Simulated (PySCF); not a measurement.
Fe⁺ (iron, charge +1) across methods

[Ar] 3d6 4p1, one real determinant (an excited configuration). All numbers are calculated (PySCF 2.14, no relativity, point nucleus, in aug-cc-pVDZ (7s6p4d2f, 59 functions)).

| method | E (hartree) | mean ε 3d α (eV) | mean ε 3d β (eV) | mean ε 4p α (eV) | Σ⟨r²⟩ (bohr²) | ⟨S²⟩ |
| --- | --- | --- | --- | --- | --- | --- |
| UHF | -1262.05566 | -28.498 | -23.026 | -10.797 | 29.92 | 8.754 |
| PBE0 | -1263.012 | -21.344 | -17.489 | -9.437 | 29.13 | 8.752 |
| PBE | -1262.971 | -18.750 | -15.316 | -8.850 | 29.09 | 8.751 |
| M06-2X | -1263.190 | -24.045 | -19.698 | -9.997 | 29.23 | 8.755 |
| r2SCAN | -1263.203 | -19.207 | -15.408 | -8.963 | 28.88 | 8.752 |
| B97-3 | -1263.087 | -21.387 | -17.643 | -9.338 | 29.14 | 8.752 |
| TPSSh | -1263.244 | -19.710 | -16.356 | -9.032 | 29.08 | 8.751 |
| LDA | -1260.727 | -18.963 | -15.251 | -8.904 | 28.89 | 8.751 |

(1) Estimate the same row for M06-L.

⟨L²⟩ = 8.02 against 12 for a pure F term, so this real determinant mixes terms.

Answers

(1) E (hartree) = -1263.165; mean ε 3d α (eV) = -18.953; mean ε 3d β (eV) = -14.889; mean ε 4p α (eV) = -8.632; Σ⟨r²⟩ (bohr²) = 28.76; ⟨S²⟩ = 8.754.
